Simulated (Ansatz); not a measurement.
**One reagent, a row of partners**

Four-centre ligand exchange: GeH₃Br ([GeH3][Br]) meets different reagents, and the same bond of it breaks. Each row is one chosen step, not always the lowest open to these reactants.

Gas-phase electronic energies, without zero-point energy, by CCSD(T) at an estimated basis limit (MP2 extrapolated from triple and quadruple zeta, plus CCSD(T) − MP2 in triple zeta); Ansatz 0.2.0, def2-TZVPP and QZVPP, frozen cores, on PBE0-D4/def2-TZVP structures. Extrapolation: Hartree–Fock as exp(−7.88 √X), correlation as X^−2.97. All energies, in kcal/mol, count from the separated reactants, without counterpoise correction; the start and end structures are the complexes reached by relaxing down from the saddle, and deeper ones may exist. Brackets give SMILES, or, where every atom is bracketed, only which atoms are joined. Steps whose reference was doubtful or whose search ended elsewhere are left out.

| reactants | products | broken | formed | start structure | saddle | end structure | saddle by PBE-D4/TZ |
| --- | --- | --- | --- | --- | --- | --- | --- |
| GeH₃Br ([GeH3][Br]) + H₂S | GeH₄S ([SH][GeH3]) + HBr | Br–Ge, H–S | Br–H, Ge–S | -2.61 | ? | 4.93 | 23.43 |
| GeH₃Br ([GeH3][Br]) + H₂O₂ ([OH][OH]) | GeH₄O₂ ([OH][O][GeH3]) + HBr | Br–Ge, H–O | Br–H, Ge–O | -5.27 | 22.36 | 8.56 | 15.38 |
| GeH₃Br ([GeH3][Br]) + H₂ | GeH₄ + HBr | Br–Ge, H–H | Br–H, Ge–H | -0.59 | 54.14 | 12.90 | 45.65 |

(1) What is the height of the saddle for GeH₃Br ([GeH3][Br]) + H₂S? (An estimate is asked for; the value comes from the calculation.)

(2) How do the PBE-D4 saddles lie against the coupled-cluster estimate?

The T1 diagnostic stays at or below 0.012. The filled d shells of Br, Ge are correlated in sets not built for that, so values that involve them are less sure.

For scale, one of the runs: CCSD(T)/def2-TZVPP, 228 basis functions (an equivalent command: `ansatz run in.yaml --threads 8`). Hardware: 8 CPU threads, shared host. Wall time 2.3 min; peak host memory 4.2 GiB.

## Answers

(1) By the calculation: 33.29 kcal/mol relative to the separated reactants, between the members at 22.36 and 54.14; above its start structure the barrier is 33.29 − (-2.61) ≈ 35.90 kcal/mol.

(2) All lower, by 6.97 to 9.86 kcal/mol.
